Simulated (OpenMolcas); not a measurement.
# Sm2+ in a point-charge field

Sm2+ among 7 point charges of -0.5 e arranged as a pentagonal bipyramid (D5h), 2.71 Å from the ion, with the axial distance 2.466 Å.
```
   2.7100    0.0000    0.0000  -0.50
   0.8374    2.5774    0.0000  -0.50
  -2.1924    1.5929    0.0000  -0.50
  -2.1924   -1.5929    0.0000  -0.50
   0.8374   -2.5774    0.0000  -0.50
   0.0000    0.0000    2.4661  -0.50
   0.0000    0.0000   -2.4661  -0.50
```

```
Program             : OpenMolcas
Method              : CASSCF
Basis               : ANO-RCC-VDZP [7s6p4d2f1g]
Scalar Hamiltonian  : DKH2, point nucleus
Active space        : 6 electrons in 7 orbitals (4f)
State averaging     : 2S+1 = 7 even, 7 roots; 2S+1 = 5 even, 91 roots kept (CI in the orbitals of an earlier block, 86 in the spin-orbit step); 2S+1 = 3 even, 91 roots kept (CI in the orbitals of an earlier block, 76 in the spin-orbit step); 2S+1 = 1 even, 1 root kept (CI in the orbitals of an earlier block, 0 in the spin-orbit step)
Spin-orbit coupling : RASSI with atomic mean-field integrals over the reference wave functions
```

The lowest spin-free states, above the lowest:

```csv
State,Degeneracy,E (cm-1),Free-ion L (%)
2S+1 = 7,1,0.0,F (100)
2S+1 = 7,2,85.2,F (100)
2S+1 = 7,2,102.0,F (100)
2S+1 = 7,2,195.6,F (100)
2S+1 = 5,2,21748,D (100)
2S+1 = 5,2,21776,D (100)
2S+1 = 5,1,21787,D (100)
2S+1 = 5,2,24863,L (100)
2S+1 = 5,2,24867,L (100)
2S+1 = 5,2,24893,L (100)
2S+1 = 5,2,24923,L (100)
2S+1 = 5,2,24939,L (100)
2S+1 = 5,2,24984,L (100)
2S+1 = 5,2,25017,L (100)
2S+1 = 5,1,25029,L (100)
2S+1 = 5,2,25049,L (100)
2S+1 = 5,1,26024,G (100)
2S+1 = 5,2,26041,G (100)
2S+1 = 5,2,26052,G (100)
2S+1 = 5,2,26084,G (100)
```

The lowest levels with spin-orbit coupling:

```csv
E (cm-1),Degeneracy,2S+1,J,|mJ| (%),g
0.0,1,7,0.02,0 (100),
269.0,2,7,1.01,1 (100),0.00 0.00 3.11
298.7,1,7,1.00,0 (100),
761.5,1,7,2.00,0 (100),
771.5,2,7,2.01,2 (100),0.00 0.00 6.29
822.2,2,7,2.00,1 (100),0.00 0.00 2.56
1462,2,7,3.00,2 (100),0.00 0.00 5.66
1470,2,7,3.01,3 (100),0.00 0.00 9.23
1480,2,7,3.00,1 (100),0.00 0.00 3.23
1494,1,7,3.00,0 (100),
2235,2,7,4.00,3 (100),0.00 0.00 8.86
2259,2,7,4.00,2 (100),0.00 0.00 6.13
2293,2,7,4.00,1 (100),0.00 0.00 3.14
2305,2,7,4.00,4 (100),0.00 0.00 12.02
2306,1,7,4.00,0 (100),
3146,2,7,5.00,3 (100),0.00 0.00 9.02
3159,2,7,5.00,4 (100),0.00 0.00 11.97
3160,2,7,5.00,2 (100),0.00 0.00 6.09
3183,2,7,5.00,1 (100),0.00 0.00 3.09
3194,1,7,5.00,0 (100),
```

Powder χT (cm3 K/mol): 0.0148 at 2 K, 0.0739 at 10 K, 0.37 at 50 K, 0.73 at 100 K, 1.22 at 200 K, 1.51 at 300 K. The effective moment at 300 K is 2.828 √(χT) = 3.48 μB.

Hund's rules give f6 a J = 0 ground level with no moment of its own; the computed χT of 1.512 cm3 K/mol at 300 K comes from higher levels.

High states are left out of the spin-orbit mixing, which shifts the levels that they would mix with. This is an electrostatic model: the charges have no orbitals. An unlabelled pair can be two single states that coincide in this model. A group larger than the point group allows holds several states that coincide in this model. The first state left out of the spin-orbit step lies near 43000 cm-1 above the lowest spin-free state of the reference (among the parities and spins computed), and the lists stop at four fifths of that energy or lower. No measured value stands beside these numbers.

With an even number of electrons the g values are those of a degenerate or nearly degenerate non-Kramers pair.
